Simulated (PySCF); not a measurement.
# Which determinant of KLi lies lowest?

Unrestricted PBE0; basis K 3-21G, Li 3-21G; no relativity; PySCF 2.14. Outer shells of the fragments: K 4s1; Li 2s1.

Followed along the bond (rough minima from three points):

```
2Ms+1  unpaired  ⟨S²⟩ at the start  R at minimum (Å)  Te (eV)
    1      none               0.00              3.41     0.00
    3  σ ↑, π ↑               2.00              3.35     1.20
    1  σ ↑, π ↓               1.00              3.49     1.56
    3      σ ↑↑               2.00  none in the scan   ≤ 0.58
```

Solutions found at the starting distance of 3.230 Å, counted from the lowest of them; the search is not exhaustive and high or unbound solutions are not listed, so other states can lie among these:

```tsv
2Ms+1	unpaired	term	E (eV)	⟨S²⟩	⟨Lz²⟩	μ (D)
1	none	¹Σ⁺	0.00	0.00	0.00	-3.06
3	σ ↑↑	³Σ⁺	0.84	2.00	0.00	-0.79
3	σ ↑, π ↑	³Π	1.19	2.00	1.00	-4.03
1	σ ↑, π ↓	mixed	1.57	1.00	1.00	-2.91
```

A term symbol is given only where ⟨S²⟩ and ⟨Lz²⟩ are close to those of a pure state; real π, δ and φ orbitals otherwise mix terms. A positive dipole means K(−)Li(+).

The measured ground state is X ¹Σ+ (Huber and Herzberg, Constants of Diatomic Molecules (1979)).

Counting both spins, an empty level lies below a filled one in some of these solutions, because spin and occupation are held. 3-21G is very small, so such numbers show the basis as much as the molecule.
